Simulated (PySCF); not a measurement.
## Ir³⁺ (iridium, charge +3): UHF calculation

Configuration: [Xe] 4f14 5d6, high-spin 5D determinant. Computed with PySCF 2.14 in def2-TZVPPD with the def2 core potential (60 electrons), with a scalar-relativistic core potential.

| Property | Result |
| --- | --- |
| Total energy | -101.576479 hartree |
| One-electron energy | -161.0909 hartree |
| Hartree (Coulomb) energy | 68.5130 hartree |
| Exchange energy | -8.9985 hartree |
| ⟨S²⟩ | 6.0029 |
| ⟨L²⟩ | 6.035 |
| Sum of ⟨r⟩ | 18.31 bohr |
| Sum of ⟨r²⟩ | 27.50 bohr² |
| Traceless quadrupole moment −½Σ⟨3z² − r²⟩ along its main axis | 0.636 e·bohr² |

```csv
shell,electrons,mean orbital energy (eV),spread (eV),"rms radius, mean of both spins (bohr)"
5s α,1,-150.57,0,1.06
5s β,1,-144.26,0,1.06
5p α,3,-101.88,1.583,1.22
5p β,3,-93.145,1.202,1.22
5d α,5,-44.795,1.921,1.65
5d β,1,-40.696,0,1.65
```

Energies and moments cover only the electrons outside the core potential. Spin-orbit coupling, absent here, splits the open shell strongly.
